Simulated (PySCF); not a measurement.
Species: C₆H₆O₂S.
SMILES with atom numbers: `[CH3:1][O:2][C:3](=[O:4])[c:5]1[cH:6][cH:7][cH:8][s:9]1` (hydrogens: H10, H11, H12 on C1; H13 on C6; H14 on C7; H15 on C8)

Structure used (PBE0-D3(BJ)/def2-TZVP), in Å, numbered top down from 1:
```xyz
15
C6H6O2S angstrom
C      3.1017    0.0973    0.2203
O      1.7214    0.4014    0.3823
C      0.8770   -0.4160   -0.2631
O      1.2313   -1.3485   -0.9374
C     -0.5199   -0.0361   -0.0478
C     -1.6071   -0.6780   -0.5809
C     -2.8259   -0.0837   -0.2005
C     -2.6395    0.9995    0.6151
S     -0.9950    1.2976    0.9193
H      3.3847    0.1497   -0.8318
H      3.3199   -0.9039    0.5939
H      3.6396    0.8456    0.7976
H     -1.5030   -1.5440   -1.2204
H     -3.7998   -0.4360   -0.5119
H     -3.3946    1.6362    1.0514
```

All values: wB97X-D/pcSseg-2 (PySCF, non-relativistic), on one gas-phase PBE0-D3(BJ)/def2-TZVP geometry that isn't relaxed in the solvent. The solvent is an IEF-PCM continuum (Bondi radii, 1.10 Å for H, scaled by 1.2). The model holds no explicit solvent molecules, cavitation or dispersion.

Gas phase at wB97X-D/pcSseg-2: HOMO -9.00 eV, LUMO 0.17 eV, dipole 1.77 D.

What does the continuum do to the energy, the frontier levels and the dipole at wB97X-D/pcSseg-2 in chloroform?

```json
{"solvent": "chloroform", "ε": "4.711", "E(solvent) − E(gas) (kcal/mol)": "-4.28", "polarisation term (kcal/mol)": "-4.77", "distortion of the solute (kcal/mol)": "0.49", "HOMO (eV)": "-9.00", "LUMO (eV)": "0.14", "dipole (D)": "2.28"}
```

The polarisation term is half the interaction of the solute with the surface charges that it induces; the rest is the cost of distorting the solute's density. The sum is the electrostatic part of solvation alone.

Which radius a makes the point-dipole formula ΔE = −[(ε − 1)/(2ε + 1)]·μ²/a³ give the value in chloroform, with the gas-phase dipole?

μ = 0.696 au and |ΔE| = 0.00682 Eh give a = 1.55 Å; the farthest nucleus lies 3.91 Å from the centroid of the nuclei, so such a sphere wouldn't even hold the nuclei. The formula assumes a rigid point dipole at the centre of a sphere.

Give the dipole vector in the frame of the coordinates (D, pointing from negative to positive charge), gas and chloroform.

Gas (-0.71, 1.32, 0.94), solvent (-1.06, 1.65, 1.16). Its length changes by +29 % and its direction by 4°.

Time: 3.4 min wall, 7.0 min CPU; peak memory 2.8 GiB. Hardware: 2 threads of an Intel Xeon at 2.50 GHz, on a shared host. This is the whole shielding run at wB97X-D/pcSseg-2 in chloroform, SCF included.

The pairwise dispersion term of wB97X-D wasn't added to the energies; at a given geometry it leaves orbitals and properties as they are.
